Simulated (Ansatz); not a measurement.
CaCl2. Total charge 0; singlet. Geometry r2SCAN-D4/def2-TZVP; atoms count from 1.

```xyz
3

Ca   -0.022   -0.051   -0.032
Cl    1.418   -1.460    1.381
Cl   -1.396    1.511   -1.349
```

The structure comes from a short search, and lower isomers may exist.

Q: Estimate the Mulliken populations from the PBE0/def2-TZVP orbitals of Ansatz.

A: 
```json
{"atom": "Ca1", "charge (e)": "1.19"}
{"atom": "Cl2", "charge (e)": "-0.59"}
{"atom": "Cl3", "charge (e)": "-0.59"}
```
Mulliken values depend strongly on the basis.

Q: And the Mayer bond orders between heavy atoms (over 0.3)?

A: Ca1–Cl2 0.75 (2.46 Å); Ca1–Cl3 0.75 (2.46 Å).
